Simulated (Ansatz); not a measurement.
Ansatz results at the PBE0-D4/def2-TZVP geometry: HOMO energy (PBE/def2-TZVPP) -6.74 eV; size of the dipole moment (PBE/def2-TZVPP) 1.77 D; LUMO energy (B3LYP/def2-TZVPP) -0.32 eV.

Each molecule was computed in one conformer, which needn't be the lowest.

Task: Which molecule gave them?
A. `CO[Si]OC`
B. `O=COC[SiH3]`
C. `C[SiH2][SiH2][AlH2]`
D. `CO[SiH2][SnH3]`

Result: B. The others give `CO[SiH2][SnH3]`: -6.27, 1.06, -0.57; `CO[Si]OC`: -5.85, 3.03, -1.06; `C[SiH2][SiH2][AlH2]`: -6.26, 0.77, -2.27.

B3LYP here is the variant with VWN-RPA as its local correlation; programs differ in this.
